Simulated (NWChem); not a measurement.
C3H4N2O; SMILES CO/C=N/C#N

```xyz
10

C     -0.7276    -2.1566     0.0000
O      0.5899    -1.6187     0.0000
C      0.7156    -0.3175     0.0000
N     -0.2905     0.4717     0.0000
C     -0.1239     1.7889     0.0000
N     -0.0683     2.9513     0.0000
H     -0.6088    -3.2455     0.0000
H     -1.2771    -1.8251     0.8928
H     -1.2771    -1.8251    -0.8928
H      1.7711    -0.0050     0.0000
```
Atoms are numbered in this order, from 1.

Computed with NWChem. Pople sets run with spherical d functions. Geometry: optimised at PBE0/def2-SVP. Level B3LYP/6-31G*: energy and gradient on several grids; changes count from the extra-fine grid, which is no exact limit either.

```tsv
grid	size of the energy change (μHa)	largest change of a gradient component (μHa/bohr)
xcoarse	5000	5000
coarse	30	200
medium	< 10	< 30
fine	< 10	< 30
xfine	< 10	< 30
```
